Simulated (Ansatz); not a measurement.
`[NH2][Al]([SH])[O][SiH3]` + `NB(F)S` → `[NH2][Al]([NH2])[SH]` + `FB(S)O[SiH3]`  (redistribution)

Program: Ansatz. Geometries: PBE0-D4/def2-TZVP. ΔE: electronic, gas phase. CBS: MP2 limit from def2 TZ/QZ plus the TZ coupled-cluster correction, frozen cores. This one scheme is used for every species. DFT in def2-TZVPP. B3LYP here is the variant with VWN-RPA as its local correlation; programs differ in this. One conformer a species, not always the lowest.

```
          level  ΔE (eV)
       B3LYP-D4     0.58
        ωB97X-V     0.57
         B2PLYP     0.59
            PBE     0.56
           PBE0     0.58
          B3LYP     0.59
CCSD/def2-TZVPP     0.58
  MP2/CBS(def2)     0.57
```

(1) What does CCSD(T)/CBS give? (An estimate is asked.)

Largest T1 diagnostic among the species: 0.013.

Answers

(1) The calculation gave: +0.56 eV. The listed levels differ from it by 0.02, 0.01, 0.03, 0.00, 0.02, 0.03, 0.02, 0.01 eV.
